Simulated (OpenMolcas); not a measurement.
Levels of Pb I by method

* Program: OpenMolcas 26.06
* Basis: ANO-RCC-VTZP [8s7p5d3f2g]
* Scalar Hamiltonian: DKH2, point nucleus
* Active space: 4 electrons in 4 orbitals (6s 6p)
* State averaging: 2S+1 = 3 even, 6 roots (3 in the spin-orbit step); 2S+1 = 1 even, 6 roots kept (CI in the orbitals of an earlier block); 2S+1 = 5 odd, 1 root; 2S+1 = 3 odd, 5 roots kept (CI in the orbitals of an earlier block, 0 in the spin-orbit step)
* Spin-orbit coupling: RASSI with atomic mean-field integrals over the reference wave functions, term energies averaged over their components

Methods on the same reference wave functions:
A. CASSCF
B. SS-CASPT2, IPEA 0.25 Eh, imaginary shift 0.1 Eh (closed shells correlated: 5d)

Energies in eV above 6s² 6p² ³P₀, the measured ground level; measured values from NIST Handbook of Basic Atomic Spectroscopic Data.

```csv
Level,A,B,Measured
6s² 6p² ³P₀,0.0000,0.0000,0.0000
6s² 6p² ³P₁,0.8617,0.877,0.9695
6s² 6p² ³P₂ [60 %],1.3180,1.231,1.3205
6s² 6p² ¹D₂ [60 %],2.6169,2.436,2.6604
6s² 6p² ¹S₀,3.6635,3.569,3.6534
```

Deviations, from unrounded energies. A percentage is the sum of absolute deviations over the sum of measured energies, with the sign that they share, or ± where signs differ.

```
                        Against measurement  Levels     A     B
             mean absolute deviation (cm-1)       4   330   990
      fine structure of the ground term (%)       2  -4.8  -7.9
other terms of the ground configuration (%)       2  ±0.8  -4.9
```

A lies closest to measurement on these levels. The largest miss of A in the table is 6s² 6p² ³P₁, by -870 cm-1. The ranking rests on the paired levels alone, and a cruder setting can come out closer through cancelling errors.

From A to B the spin-free energies of the other terms of 6s² 6p² shown, above ³P, scale by factors of 0.69 to 0.94.

The lowest spin-free term lies below A's lowest term by 0.451 hartree in B.

CASPT2 does not keep the components of a term degenerate, so their means are used; among the terms shown or strongly mixed into the levels shown the widest spread is 320 cm-1 (6s² 6p² ¹D, B). Some high roots are left out of the spin-orbit mixing, which shifts the levels that they would mix with. Terms from blocks run as CI alone lack orbitals of their own. Spin-orbit splittings of 6p shells tend to come out small when the coupling is added on scalar orbitals. Computed and measured levels are paired by configuration, term and J; levels that our copy of the source lacks, or whose pairing is in doubt (as where it misses far off the trend of its configuration), stay unpaired and out of the deviations. Where the source uses jj or jK labels, the order within each J decides. Levels of configurations outside the active space are missing. Levels that lie high or do not pair safely by name in every column are left out.

A share in square brackets marks a mixed level and gives the weight of the term that names it, the lowest over the columns.
